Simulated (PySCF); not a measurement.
**Radial density of In (indium, neutral)**

UHF, [Kr] 4d10 5s1 5p1 6s1, high-spin 4P determinant (an excited configuration). Computed with PySCF 2.14 in x2c-TZVPPall with one added diffuse shell each of s, p, d, f type (9s7p5d3f, 76 functions), with the spin-free X2C one-electron Hamiltonian (Gaussian nucleus).

| r (bohr) | 4πr²ρ (e/bohr) | 4πr²(ρα − ρβ) |
| --- | --- | --- |
| 0.0272 | 60.10 | 0.0052 |
| 0.0458 | 54.84 | 0.0083 |
| 0.0770 | 76.70 | 0.0248 |
| 0.129 | 66.95 | -0.0154 |
| 0.218 | 59.69 | 0.0191 |
| 0.366 | 49.60 | 0.0065 |
| 0.616 | 18.98 | 0.0952 |
| 1.04 | 18.19 | -0.0835 |
| 1.74 | 4.091 | 0.6777 |
| 2.93 | 0.8907 | 0.7379 |
| 4.93 | 0.2583 | 0.2581 |
| 8.30 | 0.1411 | 0.1411 |
| 14.0 | 0.0007821 | 0.0008 |

Densities and radii are taken from the X2C orbitals without a picture-change correction, which distorts them close to the nucleus.

The outer electron is Rydberg-like, and this basis confines it to a smaller radius and binds it less than a complete one would.

Q: Where is the radial spin density 4πr²(ρα − ρβ) most negative, and why is it negative at all?

A: Around r = 1.04 bohr, down to -0.0835 e/bohr: exchange with the open shell polarises the paired shells in an unrestricted calculation.
